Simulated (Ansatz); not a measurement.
Frontier orbitals of H6NOSbSi (`N[SiH](O)[SbH2]`).

The species carries charge 0 and has multiplicity 1. Correlated methods include outer-core shells of Sb, which these sets cover unevenly. Sb: def2 effective core potential. Geometry: relaxed with PBE0-D4/def2-TZVP. It is one conformer, not always the lowest. Basis def2-TZVPP, Ansatz 0.2.0.

```csv
functional,HOMO (eV),LUMO (eV),gap (eV)
LDA (SPW92),-5.72,-1.01,4.71
PBE,-5.57,-0.87,4.70
PBE0,-6.63,-0.09,6.54
r2SCANh,-6.20,-0.35,5.85
ωB97X-V,-8.77,1.84,10.61
ωB97M-V,-8.64,1.60,10.24
HF,-8.90,2.69,11.59
```

Against PBE, PBE0 changes HOMO and LUMO by −1.06 and +0.78 eV, ωB97M-V by −3.07 and +2.47 eV. A gap of 4.70 eV thus becomes 10.23 eV for the same molecule, so an orbital gap means little without its functional. A positive LUMO is unbound and depends on the basis.
